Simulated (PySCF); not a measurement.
SMILES B/C=C\S (C2H5BS) (CAM-B3LYP/def2-SVP optimised geometry):

```
9

B      1.105     0.547     0.000
C      0.189    -0.672     0.000
C     -1.168    -0.672     0.000
S     -2.304     0.640     0.000
H      2.304     0.415     0.002
H      0.665     1.675    -0.002
H      0.631    -1.675     0.000
H     -1.711    -1.626     0.000
H     -1.408     1.649     0.000
```

Calculation: CAM-B3LYP/def2-TZVP (PySCF).

Problem. What are the frontier orbital energies and the dipole moment?

Solution. HOMO-2 -10.99 eV, HOMO-1 -10.54 eV, HOMO -8.26 eV, LUMO -1.14 eV, LUMO+1 1.57 eV; dipole moment 0.95 D.

Meta-Löwdin charges at CAM-B3LYP/def2-TZVP: B1 -0.04, C2 -0.26, C3 -0.12, S4 0.05, H5 0.01, H6 -0.01, H7 0.12, H8 0.14, H9 0.11.
